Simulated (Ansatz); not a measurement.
The cluster Y4. The state is a quintet with charge 0. Geometry B3LYP-D4/def2-SVP.

```xyz
4

Y    -0.757   -0.857    1.664
Y     1.785    0.840    0.428
Y    -1.271    1.421   -0.662
Y     0.243   -1.404   -1.430
```

In the def2 sets Y takes a core potential; there is no spin–orbit coupling. At HF/def2-TZVP, PBE0-D4/def2-TZVP the charge 0 quintet is spin-contaminated (final ⟨S²⟩ up to 8.45, 6.00 for a pure state). The order of the spin states hangs on the level: the triplet lies 0.35 eV below the quintet at PBE0-D4/def2-TZVP, but 0.52 eV above it at HF/def2-TZVP. The structure comes from a short search, and lower isomers may exist.

(1) Estimate the α-spin orbital energies around the gap (eV) in Ansatz with HF/def2-TZVP, PBE-D4/def2-TZVP, BLYP-D4/def2-TZVP, B97M-V/def2-TZVP, PBE0-D4/def2-TZVP.

Answers

(1) 
| orbital | HF/def2-TZVP | PBE-D4/def2-TZVP | BLYP-D4/def2-TZVP | B97M-V/def2-TZVP | PBE0-D4/def2-TZVP |
| --- | --- | --- | --- | --- | --- |
| HOMO−5 | -8.32 | -3.92 | -3.70 | -3.99 | -4.66 |
| HOMO−4 | -8.24 | -3.92 | -3.70 | -3.99 | -4.65 |
| HOMO−3 | -6.69 | -3.78 | -3.53 | -3.75 | -4.34 |
| HOMO−2 | -6.56 | -3.01 | -2.81 | -2.96 | -3.57 |
| HOMO−1 | -6.56 | -3.01 | -2.81 | -2.96 | -3.56 |
| HOMO | -6.07 | -3.01 | -2.81 | -2.96 | -3.52 |
| LUMO | -0.11 | -2.61 | -2.39 | -2.56 | -1.92 |
| LUMO+1 | -0.11 | -2.61 | -2.39 | -2.56 | -1.83 |
| LUMO+2 | 0.29 | -2.12 | -1.94 | -2.13 | -1.49 |
| LUMO+3 | 0.38 | -2.12 | -1.94 | -2.13 | -1.45 |
| LUMO+4 | 0.38 | -2.12 | -1.94 | -2.13 | -1.39 |
| LUMO+5 | 1.07 | -1.87 | -1.71 | -1.87 | -1.23 |
| β HOMO | -5.43 | -3.44 | -3.34 | -3.42 | -3.89 |
| β LUMO | 0.38 | -2.98 | -2.89 | -2.86 | -2.19 |
